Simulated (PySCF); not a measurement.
CH6InNO2, SMILES C[NH][In]([OH])[OH]. Atoms are numbered in the order given.

```xyz
11

In    -0.0541     0.0009     0.2983
N      0.8064    -0.6881    -1.4096
C      0.4329    -0.2161    -2.7335
H      1.0783    -1.6680    -1.4044
H     -0.4274    -0.7479    -3.1879
H      1.2817    -0.3070    -3.4372
H      0.1667     0.8519    -2.6952
O     -1.0585     1.7349     0.2551
H     -1.3360     1.9873     1.1472
O      0.1727    -0.7929     2.1335
H      0.7323    -1.5819     2.1200
```

Coordinates come from a B3LYP-D3(BJ)/def2-SVP optimisation. The structure was generated by enumeration; whether it is a known compound was not checked. The def2 effective core potentials stand for the cores of In; spin–orbit coupling is left out. Other conformers were not sampled.

These are ωB97X/def2-TZVP (PySCF) values and carry that method's errors.

ESP charges are fitted to the potential on shells at 1.4 to 2.0 van der Waals radii. Atomic charges (e):

```json
[
 {"atom": "In1", "ESP fit": "1.08", "Mulliken": "0.91"},
 {"atom": "N2", "ESP fit": "-0.83", "Mulliken": "-0.55"},
 {"atom": "C3", "ESP fit": "0.12", "Mulliken": "-0.24"},
 {"atom": "H4", "ESP fit": "0.32", "Mulliken": "[?]"},
 {"atom": "H5", "ESP fit": "0.00", "Mulliken": "0.11"},
 {"atom": "H6", "ESP fit": "0.03", "Mulliken": "0.11"},
 {"atom": "H7", "ESP fit": "0.07", "Mulliken": "0.13"},
 {"atom": "O8", "ESP fit": "-0.77", "Mulliken": "[?]"},
 {"atom": "H9", "ESP fit": "0.40", "Mulliken": "[?]"},
 {"atom": "O10", "ESP fit": "-0.80", "Mulliken": "[?]"},
 {"atom": "H11", "ESP fit": "0.37", "Mulliken": "[?]"}
]
```

Task: Complete the blanks. (An estimate is asked for; the answer gives what the named calculation found.)

Result: 
- H4, Mulliken: 0.22
- O8, Mulliken: -0.67
- H9, Mulliken: 0.32
- O10, Mulliken: -0.66
- H11, Mulliken: 0.31
